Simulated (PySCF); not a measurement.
Be(SH)2 (BeH₂S₂), SMILES [SH][Be][SH]. Geometry: r2SCAN-D4/def2-TZVP. Other conformers were not sampled.

Calculation: r2SCAN-D4/def2-TZVP (PySCF).

Harmonic wavenumbers (cm⁻¹): 197, 198, 206, 362, 625, 628, 1034, 2676, 2677. Rotational constants (GHz): 142.9, 2.091, 2.091; symmetry number 2.

Question: Work out the zero-point energy and the ideal-gas rigid-rotor harmonic-oscillator thermochemistry at 298.15 K and 1 atm.

Answer: ZPE = ½ Σ hcν = ½ × 8603 cm⁻¹ = 51.46 kJ/mol. H − E(el) = 67.55 kJ/mol. Entropy in J/(mol K): translation 162.62, rotation 93.64, vibration 35.12, total 291.37. G − E(el) = -19.32 kJ/mol. Cp = 72.43 J/(mol K).
